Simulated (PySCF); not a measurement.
CH₁₁NOSi₃.

```xyz
17

C     -4.0542    -0.2014    -0.2807
O     -2.7021    -0.2623    -0.6392
Si    -1.4563     0.2080     0.3685
Si     0.5655    -0.1616    -0.7528
N      1.8377     0.5677     0.2007
Si     3.3855    -0.0905     0.6523
H     -4.2752    -0.8164     0.6119
H     -4.6608    -0.5847    -1.1154
H     -4.3808     0.8342    -0.0696
H     -1.5072    -0.5562     1.6603
H     -1.5922     1.6616     0.7323
H      0.4789     0.3869    -2.1461
H      0.8707    -1.6206    -0.8495
H      1.6945     1.5468     0.4371
H      4.5210     0.4319    -0.1744
H      3.6910     0.2365     2.0797
H      3.3119    -1.5700     0.4755
```
Charge 0, spin multiplicity 1.

The structure is a stationary point at PBE0-D3(BJ)/def2-SVP. This is a generated structure with no PubChem entry under its InChIKey; it may be hypothetical. One conformer was computed; it need not be the lowest.

Level of theory: PBE/pcSseg-1 in PySCF. Non-relativistic, no solvent.

Computed absolute GIAO shielding of each atom: isotropic value and principal components (ppm):
| atom | σ(iso) | σ11 | σ22 | σ33 | span |
|---|---|---|---|---|---|
| C1 | 121.6 | 91.5 | 92.7 | 180.5 | 89.0 |
| O2 | 333.6 | 279.6 | 349.4 | 371.7 | 92.1 |
| Si3 | 360.2 | 291.9 | 316.6 | 472.3 | 180.4 |
| Si4 | 378.0 | 332.4 | 341.3 | 460.4 | 128.0 |
| N5 | 269.8 | 240.7 | 248.4 | 320.5 | 79.8 |
| Si6 | 380.8 | 335.6 | 342.2 | 464.6 | 129.0 |
| H7 | 27.7 | 24.1 | 25.1 | 33.8 | 9.7 |
| H8 | 27.4 | 23.3 | 24.9 | 33.9 | 10.6 |
| H9 | 27.7 | 24.0 | 25.2 | 33.8 | 9.8 |
| H10 | 26.1 | 23.4 | 25.2 | 29.7 | 6.3 |
| H11 | 26.1 | 23.1 | 25.4 | 29.8 | 6.6 |
| H12 | 26.0 | 22.0 | 25.0 | 30.9 | 8.9 |
| H13 | 26.2 | 23.3 | 25.9 | 29.4 | 6.1 |
| H14 | 32.7 | 22.7 | 31.4 | 44.1 | 21.4 |
| H15 | 26.2 | 22.5 | 24.3 | 31.9 | 9.4 |
| H16 | 26.3 | 22.6 | 24.6 | 31.7 | 9.0 |
| H17 | 26.5 | 23.5 | 25.6 | 30.4 | 6.9 |
